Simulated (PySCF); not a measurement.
FGeH3O. Atoms are numbered in the order given.

```xyz
6

Ge    -0.2240    -0.2538     0.0284
O      1.4602    -0.3833    -0.5050
F     -0.5650     1.4407     0.3029
H     -1.0773    -0.7175    -1.1494
H     -0.4547    -0.9309     1.3867
H      2.1021    -0.1318     0.1671
```
Charge 0, spin multiplicity 1.

Geometry: B3LYP-D3(BJ)/def2-TZVP. Other conformers were not sampled.

All values below come from B3LYP-D3(BJ)/def2-TZVP run with PySCF 2.14.0.

Frequencies are harmonic and unscaled.

Computed harmonic wavenumbers and intensities:
| mode | ν (cm⁻¹) | IR (km/mol) | moving atoms (share of kinetic energy) |
|---|---|---|---|
| 1 | 204 | 41.6 | H 58 %, F 23 %, O 9 %, Ge 9 % |
| 2 | 271 | 100.9 | O 37 %, H 36 %, F 18 %, Ge 8 % |
| 3 | 560 | 60.2 | H 86 % |
| 4 | 656 | 6.1 | H 96 % |
| 5 | 682 | 108.1 | F 77 %, Ge 21 % |
| 6 | 720 | 127.0 | O 76 %, Ge 20 % |
| 7 | 804 | 37.1 | H 93 % |
| 8 | 855 | 52.2 | H 97 % |
| 9 | 934 | 102.4 | H 90 %, O 8 % |
| 10 | 2158 | 89.7 | H 99 % |
| 11 | 2207 | 84.8 | H 99 % |
| 12 | 3834 | 72.4 | H 94 % |
